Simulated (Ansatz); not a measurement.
Cost and result for the atomization energy of `CC1(F)[SiH2][Se]1` (10 atoms, 10 bonds).

```xyz
10

C     0.248   -0.274   -1.351
C    -0.394   -0.349   -0.002
F    -0.977   -1.574    0.180
Si    0.165    0.549    1.530
Se   -1.673    1.171    0.433
H    -0.492   -0.424   -2.141
H     1.007   -1.057   -1.434
H     0.725    0.695   -1.498
H     1.366    1.413    1.458
H     0.024   -0.149    2.826
```

Total charge 0; spin multiplicity 1. Correlated methods include outer-core shells of Se, which these sets cover unevenly. Scalar relativity is left out up to krypton. The geometry is a stationary point of PBE0-D4/def2-TZVP. Program: Ansatz. All runs use 4 threads of an Arm Neoverse V1 on a shared host. Times are those of one run each, without the atoms' runs, and a repeat can differ threefold. Electronic energies, without spin–orbit coupling; frozen cores. CCSD(T)/CBS adds CCSD(T) − MP2 in def2-TZVPP to the MP2 limit, and its time is that of the two runs behind it. T1 = 0.012. With those shells the extrapolation isn't a true limit. B3LYP takes the VWN-RPA correlation (the form of Gaussian; ORCA's B3LYP/G).

CCSD(T)/CBS is a level of theory with its own doubt, some kJ/mol a heavy atom from the limit and from the frozen cores, so smaller differences don't rank the functionals.

```json
{"level": "PBE-D4/def2-TZVPP (with forces)", "functions": "253", "wall time": "3.2 s", "atomization (kcal/mol)": "865.7", "difference from CCSD(T)/CBS": "20.1", "per bond": "2.0"}
{"level": "PBE0-D4/def2-TZVPP", "functions": "253", "wall time": "4.1 s", "atomization (kcal/mol)": "848.1", "difference from CCSD(T)/CBS": "2.5", "per bond": "0.2"}
{"level": "r2SCAN-D4/def2-TZVPP (with forces)", "functions": "253", "wall time": "6.5 s", "atomization (kcal/mol)": "850.2", "difference from CCSD(T)/CBS": "4.6", "per bond": "0.5"}
{"level": "B3LYP-D4/def2-TZVPP (with forces)", "functions": "253", "wall time": "6.5 s", "atomization (kcal/mol)": "841.2", "difference from CCSD(T)/CBS": "-4.4", "per bond": "-0.4"}
{"level": "B2PLYP/def2-TZVPP", "functions": "253", "wall time": "8 s", "atomization (kcal/mol)": "832.1", "difference from CCSD(T)/CBS": "-13.5", "per bond": "-1.4"}
{"level": "ωB97X-V/def2-TZVPP", "functions": "253", "wall time": "11 s", "atomization (kcal/mol)": "847.6", "difference from CCSD(T)/CBS": "2.0", "per bond": "0.2"}
{"level": "ωB97M-V/def2-TZVPP (with forces)", "functions": "253", "wall time": "16 s", "atomization (kcal/mol)": "844.1", "difference from CCSD(T)/CBS": "-1.5", "per bond": "-0.2"}
{"level": "MP2/def2-QZVPP", "functions": "480", "wall time": "32 s", "atomization (kcal/mol)": "851.9", "difference from CCSD(T)/CBS": "6.3", "per bond": "0.6"}
{"level": "CCSD(T)/def2-TZVPP", "functions": "253", "wall time": "4.5 min", "atomization (kcal/mol)": "820.7", "difference from CCSD(T)/CBS": "-24.9", "per bond": "-2.5"}
{"level": "CCSD(T)/CBS(def2)", "functions": "–", "wall time": "5.1 min", "atomization (kcal/mol)": "845.6", "difference from CCSD(T)/CBS": "0.0", "per bond": "0.0"}
```

From PBE to PBE0 (25 % exact exchange), in def2-TZVPP and without D4, the atomization energy moves by −16.7 kcal/mol: exact exchange takes away binding that semilocal exchange gives to molecules. In def2-TZVPP, CCSD(T) changes the Hartree–Fock value by +222.0 kcal/mol (the triples alone add +15.7 kcal/mol) and MP2 by +238.6 kcal/mol; breaking electron pairs costs correlation energy, which Hartree–Fock lacks. The D4 term adds +9.8 kcal/mol with B3LYP and +5.1 kcal/mol with PBE0; it sums over pairs of atoms, weighted by their polarisabilities, and B3LYP, whose exchange is more repulsive, gets the larger term.
